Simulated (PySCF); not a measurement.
Start geometry of `C#CB[SiH2]F` from GFN2-xTB (Å):
```
atom  x, y, z in Å
C1     2.5649   -0.0457   -0.3251
C2     1.4441   -0.3367    0.0216
B3     0.0586   -0.6972    0.4414
Si4   -1.4534    0.4328   -0.0799
F5    -2.8381   -0.2009    0.4901
H6     3.5412    0.2051   -0.6260
H7    -0.0741   -1.6708    1.0834
H8    -1.4886    1.7858    0.4840
H9    -1.7411    0.5336   -1.5146
```

What comes out of this run: PBE0-D3(BJ)/def2-SVP geometry optimisation, gas phase (PySCF 2.14.0)?

```
atom  x, y, z in Å
C1     2.5570    0.1258   -0.3710
C2     1.4523   -0.2347    0.0093
B3     0.0761   -0.6450    0.4514
Si4   -1.4884    0.4999   -0.0865
F5    -2.8923   -0.1285    0.4642
H6     3.5332    0.4349   -0.7019
H7    -0.0609   -1.6441    1.1157
H8    -1.3563    1.8778    0.4799
H9    -1.5912    0.5974   -1.5752
```

The energy falls by 3.8 kcal/mol over 5 energy and gradient evaluations, the largest force component goes from 0.0237 to 4.0e-04 Eh/bohr, and the atoms move by 0.091 Å rms after alignment. The bond that changes most is B3–Si4 (three-coordinate boron to fluorine-bound silicon), which lengthens by 0.054 Å. Bonds longer at the end by more than 0.005 Å: 8 of 8; shorter: 0. Among the angles that change most is B3–Si4–H9, from 116.8° to 110.9°. Rotational constants go from 18914, 1596, 1497 to 18014, 1567, 1467 MHz. The orientation of the end geometry is arbitrary; only internal coordinates are fixed.

The run used 94 basis functions and 36 SCF cycles in all.

Not checked by PBE0-D3(BJ)/def2-SVP frequencies. One conformer, not necessarily the lowest.
